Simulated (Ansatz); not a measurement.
`[AlH2][Al]([Cl])[Cl]` from Hartree–Fock to CCSD(T)

```xyz
6

Al   -1.328    0.447    0.009
Al    1.122   -0.374   -0.008
Cl    1.705   -2.140   -0.985
Cl    2.669    0.671    0.955
H    -1.710    1.806    0.732
H    -2.458   -0.410   -0.704
```

The species carries charge 0 and has multiplicity 1. The structure was optimised at the PBE0-D4/def2-TZVP level. Frozen core, restricted reference, Ansatz. CBS rows extrapolate triple and quadruple zeta; past MP2 they add the triple-zeta difference.

```
     basis      HF (Eh)  MP2 corr.
  def2-SVP  -1403.69114   -0.37762
def2-TZVPP  -1404.17811   -0.51924
def2-QZVPP  -1404.21754   -0.57089
```

(1) Estimate the CCSD correlation energy and the (T) correction in each basis where they were run (hartree).

Results:

(1) 
```
     basis  CCSD corr.       (T)
  def2-SVP    -0.42486  -0.00899
def2-TZVPP    -0.57473  -0.02280
 CBS(def2)    -0.66463     as TZ
```
